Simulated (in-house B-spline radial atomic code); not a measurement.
**Response and correlation of Eu27+**

Closed shell [Ar] 3d10 4s2 4p6. Computed with an all-electron radial atomic-structure program (B-spline basis): Dirac-Hartree-Fock, relativistic RPA (time-dependent Dirac-Hartree-Fock) for the response and second-order many-body perturbation theory for correlation, no-pair Dirac-Coulomb Hamiltonian, finite nucleus.

Command:
```bash
python run_mb.py task.json out
```
Settings (nuclear radius in fm, box in bohr, cutoff in hartree):
```
basis_form          2
Z                   63
core_configuration  [Ar] 3d10 4s2 4p6
rms_radius          5.1115
mass_number         153
speed_of_light      137.036
box_radius          3.13
lmax                7
intervals           57
virtual_cutoff      99225.0
```

Run time, properties included: 7 s on 1 thread of Arm Neoverse V1, on a shared host.

| multipole (bohr³, bohr⁵, bohr⁷) | uncoupled | coupled RPA |
| --- | --- | --- |
| dipole | 0.12893 | ? |
| quadrupole | 0.02481 | 0.026113 |
| octupole | 0.012065 | 0.014183 |

Problem. What is the coupled dipole polarisability?

Solution. 0.11343 atomic units, -12 % against the uncoupled value.

Problem. Which subshells carry the dipole polarisability?

Solution. 4p3/2 70.9 %, 4p1/2 26.4 %, 4s1/2 1.1 %.

Problem. What does the dipole shielding factor come to?

Solution. The dipole shielding factor is 0.572, against the exact N/Z = 36/63 = 0.571 of the non-relativistic theorem.

Dipole polarisability at imaginary frequency:

```csv
u (Eh),α(iu) (bohr³)
0,0.1134
2.96,0.0926
7.41,0.05059
14.8,0.02344
22.2,0.01446
29.6,0.01027
44.4,0.006274
59.3,0.004316
74.1,0.003173
104,0.001915
148,0.001084
222,0.0005406
296,0.0003236
444,0.0001538
741,5.854e-05
1480,1.535e-05
```

Problem. What dispersion coefficients follow for two such ions (the dispersion part alone)?

Solution. C6 = (3/π)∫α(iu)²du = 0.06702 hartree·bohr⁶ and C8 = 0.09957 hartree·bohr⁸.

Lowest J = 1 odd-parity excitations:

| energy (eV) | oscillator strength | leading channel | weight |
| --- | --- | --- | --- |
| 113.3 | 0.000501 | 4p3/2 → d3/2 | 0.883 |
| 136.76 | 0.785 | 4p3/2 → d5/2 | 0.673 |
| 171.03 | 2.74 | 4p1/2 → d3/2 | 0.857 |
| 401.18 | 0.494 | 4p3/2 → s1/2 | 0.998 |
| 439.01 | 0.198 | 4p1/2 → s1/2 | 0.995 |
| 502.23 | 0.000754 | 4p3/2 → d3/2 | 0.86 |
| 507.47 | 0.633 | 4p3/2 → d5/2 | 0.869 |
| 542.41 | 0.279 | 4p1/2 → d3/2 | 0.92 |

Second-order correlation energy by the highest angular momentum of the excited pair (hartree): s -0.02533, p -0.2105, d -0.7369, f -0.7644, g -0.2469, h -0.1035, i -0.04668, k -0.02353.

Problem. What is the second-order correlation energy at the partial-wave limit?

Solution. The listed waves sum to -2.1577 hartree; extrapolating the increments as (l + 1/2)⁻⁴ gives -2.2058 hartree, -1.67 eV per electron.
